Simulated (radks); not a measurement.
Values are calculated unless marked as measured or tabulated.
Radial electron density D(r) = 4 pi r^2 rho(r) of an atom or ion with 61 electrons. Level of theory: scalar-relativistic Kohn-Sham, r2SCAN, spin-unpolarised, spherical densities, finite nucleus; meta-GGA in the generalised Kohn-Sham scheme; Fermi nuclear charge, rms radius of each element as measured or else 0.836 A^(1/3) + 0.57 fm (a radial shooting solver on a logarithmic mesh with Libxc functionals).

```
   r/bohr * D(r) (the largest magnitude, 112, reaches the edge; | marks zero)
 0.002188 |      *
 0.002942 |          *
 0.003956 |               *
 0.005318 |                      *
  0.00715 |                              *
 0.009613 |                                     *
  0.01303 |                                         *
  0.01752 |                                         *
  0.02355 |                                      *
  0.03166 |                                     *
  0.04257 |                                            *
  0.05723 |                                                      *
  0.07695 |                                                      *
   0.1035 |                                            *
   0.1391 |                                           *
   0.1885 |                                                 *
   0.2534 |                                    *
   0.3407 |                     *
   0.4581 |                        *
   0.6159 |                     *
   0.8281 |          *
    1.113 |     *
    1.497 |   *
    2.012 |*
    2.727 *
    3.667 *
     4.93 *
```

What is the nuclear charge?

Answer. Z = 65. The innermost maximum, from 1s, lies near gamma/Z bohr with gamma = sqrt(1 - (Z/c)^2) = 0.880, here 0.0135 bohr (found: 0.0148), and its height grows with Z. The density is that of the terbium ion Tb4+ in [Xe] 4f7; the configuration itself is not fixed sharply by these data, and Z only to a few units. D(r) has 4 maxima, at r = 0.0148, 0.0661, 0.184, 0.504 bohr, and minima at 0.0285, 0.121, 0.360 bohr, inside which lie 1.94, 11.15, 29.29 electrons.
